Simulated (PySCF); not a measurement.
Vertical excitations of a molecule C3H4BrF from TDA-PBE/def2-SVPD (PySCF 2.14.0), as energy in eV (oscillator strength): 4.99 (0.000), 5.96 (0.002), 6.39 (0.254), 6.41 (0.000), 6.55 (0.045), 6.69 (0.003), 7.05 (0.002), 7.11 (0.002), 7.29 (0.031), 7.50 (0.010). Lowest triplet (TDA): 4.21 eV. The structure is a stationary point at B3LYP-D3(BJ)/def2-SVP. Other conformers were not sampled.

Task: Which molecule gave these data?
A) F[C@@H]1C[C@H]1Br
B) C/C(Br)=C\F
C) FC1(Br)CC1
D) C/C=C(\F)Br

Result: D, C/C=C(\F)Br
